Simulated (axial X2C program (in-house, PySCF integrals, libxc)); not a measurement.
Levels of BBr⁺ by electron attachment to BBr²⁺ (EOM-EA-CCSD)

Calculated with an in-house all-electron X2C program for linear molecules (integrals from PySCF): two-component X2C with atomic mean-field Coulomb and Gaunt terms, Gaussian nuclei, basis Br dyall-acv3z, B dyall-av3z with contracted cores.

R = 1.609 Å (0.920 times 1.749 Å, the PBE0 minimum at charge 1 for the lowest determinant).

Levels of BBr⁺ obtained by attaching an electron to BBr²⁺:

| Ω | binding energy (eV) | above lowest (cm⁻¹) | attached spinor | one-particle weight |
| --- | --- | --- | --- | --- |
| 1/2 | 19.342 | 0 | 49% B pσ, 32% B sσ, 9% Br pσ | 0.94 |
| 1/2 | 14.547 | 38675 | 55% B pπ, 17% Br dπ, 14% Br pπ | 0.94 |
| 3/2 | 14.472 | 39276 | 52% B pπ, 16% Br pπ, 16% Br dπ | 0.94 |

What is the splitting of the first π pair in the table, and is it regular or inverted?

E(3/2) − E(1/2) = 39276 − 38675 = 601 cm⁻¹ at EOM-EA-CCSD: regular, Ω = 1/2 lower. Splittings at this level can be off by ten to twenty per cent.

This point took 11 s on 1 thread of Intel(R) Xeon(R) Processor @ 2.30GHz, on a shared host.

Reference electrons by ω block (each with its −ω partner): 1/2: 13, 3/2: 5, 5/2: 1. 8 electrons of BBr²⁺ correlated (inner shells frozen), 92 natural virtual spinors (a truncated set); levels can be off by some tenths of an eV. Roots sought by Ω: (1/2: 5, 3/2: 4, 5/2: 2, 7/2: 1); the list ends where they run out and leaves out roots under 60 % one-particle weight. The solver can skip a root, and states that need a further excitation, which the method places far too high, are missing though they may lie low or lowest. T1 of the reference 0.025 (Lee–Taylor). The reference was not checked to be the lowest state of its species. Number of frozen shells: Br 3 s, 2 p, 1 d; B 1 s.
